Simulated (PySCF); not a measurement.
C2H6In (SMILES [CH3][In][CH3]), doublet, at a GFN2-xTB geometry (such geometries of metal compounds can be far from the true shape) (the spin is typed, not shown lowest) (all electrons, no relativity), with bond 5-2 at 1.8 times its length; CASCI(5,4)/STO-3G run with PySCF.

PySCF was given this input:
```python
from pyscf import gto, scf, mcscf
import numpy

mol = gto.M(
    atom='''
In    0.213723    0.058122    0.265370
C     1.023094    0.107149   -1.987275
H     1.641258   -0.766817   -2.182531
H     1.591319    1.013092   -2.186356
H    -0.576587    0.058068   -3.117024
C    -2.104311   -0.401095    0.645763
H    -2.344709   -1.286724    0.060475
H    -2.672774    0.449947    0.275007
H    -2.334611   -0.573659    1.694256
''',
    basis='sto-3g',
    charge=0,
    spin=1,
    verbose=4,
)

mf = scf.ROHF(mol)
mf.kernel()
mc = mcscf.CASCI(mf, 4, 5)
mc.fix_spin_(ss=0.75)
mc.kernel()
occ = numpy.linalg.eigvalsh(mc.fcisolver.make_rdm1(mc.ci, mc.ncas, mc.nelecas))[::-1]
ss = mc.fcisolver.spin_square(mc.ci, mc.ncas, mc.nelecas)[0]
print('natural occupations', occ.round(4), ' <S^2>', round(ss, 4))
```

The log (banner, timings and long lists left out):

```
PySCF version 2.14.0

[INPUT] verbose = 4
[INPUT] num. atoms = 9
[INPUT] num. electrons = 67
[INPUT] charge = 0
[INPUT] spin (= nelec alpha-beta = 2S) = 1
[INPUT] symmetry False subgroup None
[INPUT] Mole.unit = angstrom
[INPUT] Symbol           X                Y                Z      unit          X                Y                Z       unit  Magmom
[INPUT]  1 In     0.213723000000   0.058122000000   0.265370000000 AA    0.403877936520   0.109834661812   0.501476621676 Bohr   0.0
[INPUT]  2 C      1.023094000000   0.107149000000  -1.987275000000 AA    1.933367459686   0.202482264521  -3.755405484195 Bohr   0.0
[INPUT]  3 H      1.641258000000  -0.766817000000  -2.182531000000 AA    3.101528119751  -1.449074117661  -4.124385848373 Bohr   0.0
[INPUT]  4 H      1.591319000000   1.013092000000  -2.186356000000 AA    3.007157086817   1.914466418988  -4.131614050800 Bohr   0.0
[INPUT]  5 H     -0.576587000000   0.058068000000  -3.117024000000 AA   -1.089591516985   0.109732616601  -5.890321683696 Bohr   0.0
[INPUT]  6 C     -2.104311000000  -0.401095000000   0.645763000000 AA   -3.976571470910  -0.757959699932   1.220315211378 Bohr   0.0
[INPUT]  7 H     -2.344709000000  -1.286724000000   0.060475000000 AA   -4.430857851803  -2.431555957905   0.114281187383 Bohr   0.0
[INPUT]  8 H     -2.672774000000   0.449947000000   0.275007000000 AA   -5.050810852858   0.850276600570   0.519687912338 Bohr   0.0
[INPUT]  9 H     -2.334611000000  -0.573659000000   1.694256000000 AA   -4.411775397397  -1.084058398892   3.201679824901 Bohr   0.0

nuclear repulsion = 209.141933616688
number of shells = 23
number of NR pGTOs = 129
number of NR cGTOs = 43
basis = sto-3g
ecp = {}

******** <class 'pyscf.scf.rohf.ROHF'> ********
method = ROHF
initial guess = minao
damping factor = 0
level_shift factor = 0
DIIS = <class 'pyscf.scf.diis.CDIIS'>
diis_start_cycle = 1
diis_space = 8
diis_damp = 0
SCF conv_tol = 1e-09
SCF conv_tol_grad = None
SCF max_cycles = 50
direct_scf = True
direct_scf_tol = 1e-13
num. doubly occ = 33  num. singly occ = 1
Set gradient conv threshold to 3.16228e-05
init E= -5744.97079270271
  HOMO = -0.322269546378409  LUMO = -0.231243848480402  gap/eV = 2.47694
cycle= 1 E= -5760.75556623109  delta_E= -15.8  |g|= 0.407  |ddm|= 2.35
  HOMO = 0.0566532032235852  LUMO = 0.197577091386758  gap/eV = 3.83473
cycle= 2 E= -5760.87515457775  delta_E= -0.12  |g|= 0.102  |ddm|= 0.972
  HOMO = 0.00232132340099123  LUMO = 0.211672319734461  gap/eV = 5.69673
cycle= 3 E= -5760.89314834774  delta_E= -0.018  |g|= 0.0424  |ddm|= 0.42
  HOMO = 0.00799951395570264  LUMO = 0.219251442426909  gap/eV = 5.74846
cycle= 4 E= -5760.89822927837  delta_E= -0.00508  |g|= 0.0216  |ddm|= 0.175
  HOMO = 0.00484405198870164  LUMO = 0.219009290039331  gap/eV = 5.82773
cycle= 5 E= -5760.89942750415  delta_E= -0.0012  |g|= 0.0104  |ddm|= 0.101
  HOMO = 0.00183847826459416  LUMO = 0.217770654468368  gap/eV = 5.87581
cycle= 6 E= -5760.89963091518  delta_E= -0.000203  |g|= 0.00474  |ddm|= 0.0428
  HOMO = 0.00242780381517793  LUMO = 0.217966039179512  gap/eV = 5.86509
cycle= 7 E= -5760.8996553626  delta_E= -2.44e-05  |g|= 0.00182  |ddm|= 0.0128
  HOMO = 0.00230106842778133  LUMO = 0.21793458183321  gap/eV = 5.86769
cycle= 8 E= -5760.89966277256  delta_E= -7.41e-06  |g|= 0.000524  |ddm|= 0.00916
  HOMO = 0.00234502194312458  LUMO = 0.217970644975243  gap/eV = 5.86747
cycle= 9 E= -5760.89966327565  delta_E= -5.03e-07  |g|= 8.09e-05  |ddm|= 0.0021
  HOMO = 0.00235809821940269  LUMO = 0.217971234593047  gap/eV = 5.86713
cycle= 10 E= -5760.89966328689  delta_E= -1.12e-08  |g|= 2.48e-05  |ddm|= 0.000361
  HOMO = 0.00235650841003465  LUMO = 0.217968579288182  gap/eV = 5.86710
cycle= 11 E= -5760.89966328769  delta_E= -8.06e-10  |g|= 5.85e-06  |ddm|= 9e-05
  HOMO = 0.00235711221447787  LUMO = 0.217968890097984  gap/eV = 5.86710
Extra cycle  E= -5760.89966328779  delta_E= -9.91e-11  |g|= 2.87e-06  |ddm|= 2.55e-05
converged SCF energy = -5760.89966328779

******** <class 'pyscf.mcscf.casci.CASCI'> ********
CAS (3e+2e, 4o), ncore = 31, nvir = 8
natorb = False
canonicalization = True
sorting_mo_energy = False
******** <class 'pyscf.fci.addons.SpinPenaltyFCISolver'> ********
max. cycles = 200
conv_tol = 1e-08
davidson only = True
linear dependence = 1e-12
level shift = 0.001
max iter space = 12
nroots = 1
pspace_size = 400
spin = None
Density matrix diagonal elements [1.99896451 1.9995579  0.99910876 0.00236882]
CASCI converged
CASCI E = -5760.90027472092  E(CI) = -3.67112618558076  S^2 = 0.7500000
natural occupations [1.9998 1.9988 0.9991 0.0024]  <S^2> 0.75
```
